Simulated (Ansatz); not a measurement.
Cartesian coordinates in Å:
```
F 2.0691 2.1268 -0.2753
C 1.5664 0.9547 0.0881
C 0.3063 0.6291 -0.1830
F -0.4955 1.4739 -0.8316
C -0.3063 -0.6291 0.1830
F 0.4954 -1.4738 0.8318
C -1.5664 -0.9548 -0.0882
F -2.0691 -2.1267 0.2754
H 2.2474 0.2992 0.6111
H -2.2473 -0.2993 -0.6113
```

Total charge 0; spin multiplicity 1.

Q: List the B3LYP/def2-TZVPP orbital energies in eV (Ansatz). (Best estimate.)

A: Ansatz gave: Occupied: -672.85, -672.85, -672.68, -672.68, -280.04, -280.03, -279.70, -279.70, -34.63, -34.51, -34.14, -34.13, -22.97, -21.44, -18.27, -17.17, -16.34, -16.05, -15.15, -14.74, -14.37, -13.91, -13.70, -13.11, -13.05, -12.56, -11.89, -11.31, -10.60, -8.79, -6.89. Lowest empty: -1.36, 0.27, 1.15, 1.67, 2.08, 2.49, 3.47, 3.98.

B3LYP here is the variant with VWN-RPA as its local correlation; programs differ in this.
